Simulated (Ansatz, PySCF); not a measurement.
WO2FCl, SMILES [O]=[W]([F])([Cl])=[O], multiplicity 1. Atoms are numbered in the order given.

```xyz
5

W     -0.0204     0.1587     0.0000
O      0.8414     0.7099    -1.3622
O      0.8414     0.7099     1.3622
F     -1.7291     0.9111     0.0000
Cl     0.0058    -2.1233     0.0000
```

Geometry optimised at B3LYP-D3(BJ)/def2-SVP. The multiplicity is an assumed one; no other spin state was optimised. The structure was generated by enumeration; whether it is a known compound was not checked. The def2 effective core potentials stand for the cores of W; spin–orbit coupling is left out.

Two levels are set side by side: PBE-D3(BJ)/def2-SVP (Ansatz, a program for electronic structure) and B3LYP-D3(BJ)/def2-SVP (Ansatz). Each level has its own optimised geometry; the coordinates shown are those of the second. Frequencies come from the Hessian of PySCF at each geometry. Differences are taken from unrounded values.

| quantity | B3LYP-D3(BJ) | PBE-D3(BJ) | PBE-D3(BJ) minus B3LYP-D3(BJ) |
|---|---|---|---|
| mean bond length (Å) | 1.889 | 1.896 | 0.007 |
| bond W1–O2 (Å) | 1.704 | 1.715 | 0.011 |
| bond W1–O3 (Å) | 1.704 | 1.715 | 0.011 |
| bond W1–F4 (Å) | 1.867 | 1.873 | 0.006 |
| bond W1–Cl5 (Å) | 2.282 | 2.281 | -0.001 |
| highest harmonic wavenumber (cm⁻¹) | 1048 | 1008 | -40 |
| mean harmonic wavenumber (cm⁻¹) | 483 | 469 | -14 |
| zero-point energy (kcal/mol) | 6.22 | 6.03 | -0.18 |

Exact exchange shortens and stiffens bonds; PBE has none. Differences between two approximate levels are no errors against the true value.
